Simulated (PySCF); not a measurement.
A structure optimised at PBE0-D3(BJ)/def2-SVP, used in a PySCF frequency run:

```xyz
4

Sn     0.0000     0.0000     0.0000
I      2.6039     0.0000     0.0000
I     -1.3020    -2.2551     0.0000
I     -1.3020     2.2551     0.0000
```
Charge +1, spin multiplicity 1.

Write its SMILES, formula and point group.

[I][Sn+]([I])[I], I3Sn, D3h

What are its rotational constants (standard atomic weights)?

0.39156, 0.39156, 0.19578 GHz
